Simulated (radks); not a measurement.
Values are calculated unless marked as measured or tabulated.
Removal energies from neutral scandium, [Ar] 3d(3/2: 1, 5/2: 0) 4s2, by Delta-SCF beside the eigenvalue of the level emptied. Level of theory: Dirac Kohn-Sham, BLYP, spin-unpolarised, spherical densities, finite nucleus; Fermi nuclear charge, rms radius of each element as measured or else 0.836 A^(1/3) + 0.57 fm (a radial shooting solver on a logarithmic mesh with Libxc functionals). Sub-shells are occupied by j as written (lower j first in brackets).

| removed from | final configuration | Delta-SCF (eV) | -eigenvalue (eV) |
|---|---|---|---|
| 4s1/2 | [Ar] 3d(3/2: 1, 5/2: 0) 4s1 | 6.822 | 4.036 |
| 3d3/2 | [Ar] 4s2 | 8.283 | 3.118 |
| 3p3/2 | [Ne] 3s2 3p(1/2: 2, 3/2: 3) 3d(3/2: 1, 5/2: 0) 4s2 | 39.767 | 33.198 |
| 3p1/2 | [Ne] 3s2 3p(1/2: 1, 3/2: 4) 3d(3/2: 1, 5/2: 0) 4s2 | 40.313 | 33.712 |
